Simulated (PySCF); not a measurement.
Unknown compound

Molecular formula: C7H11BSi. Simulated spectra:

1H NMR (400 MHz, computed): δ 8.47 (m, 1H), 8.33 (m, 1H), 8.00 (m, 1H), 7.99 (d, 1H), 7.37 (d, 1H), 6.32 (br, 1H), 4.01 (t, 3H), 2.38 (q, 2H).

13C{1H} NMR (computed): δ 162.9 (CH), 160.9 (CH), 156.9 (CH), 156.8 (C), 154.6 (CH), 141.1 (CH), 27.4 (CH2).

Method: structure optimised with PBE0-D3(BJ)/def2-SVP, σ from GIAO-PBE0/pcSseg-1, in PySCF (a single conformation, equivalent nuclei averaged, gas phase, non-relativistic Hamiltonian).

Referencing at the same level of theory: TMS for 1H (σref 31.27) and 13C (σref 184.41).

Question: Propose a structure and justify it.

Answer: 
7 carbon signals for 7 carbons: no two carbons are equivalent. Carbon types of the structure: 1 × C, 5 × CH, 1 × CH2, leaving 4 H on heteroatoms. δC 162.9, 160.9, 156.9, 154.6, 141.1: alkene CH; the olefinic region. δC 156.8: fully substituted alkene carbon; the olefinic region. δC 27.4: allylic sp3 CH2 bonded to Si. δH 8.47, 8.33, 8.00, 7.99, 7.37: hydrogen on an alkene CH. δH 6.32: hydrogen on a boron bonded to 2 C, in a 7-membered ring. δH 4.01: hydrogen on a silicon bonded to C. δH 2.38: hydrogen on an allylic sp3 CH2 bonded to Si; allylic position.

The compound is SMILES [SiH3]CC1=CC=CBC=C1.

The data come from this structure; uniqueness wasn't tested.

Hydrogens on boron are broadened and split by 11B (spin 3/2, 80 %) and 10B (spin 3). A carbon bonded to boron is broadened by the quadrupolar boron nucleus and is often missing from a measured spectrum. Shifts are as computed. Against solution values, carbons near 30 ppm lie about +2 ppm off and those near 130 ppm about +5 ppm. Of 1309 compounds with measured shifts, 239 miss one by over three times the rms of a fit or turn the order of signals round; such compounds aren't used in these exercises. Multiplicities follow the n + 1 count of equivalent neighbours, as no J values were calculated; m marks all less simple cases, F and P coupling included.
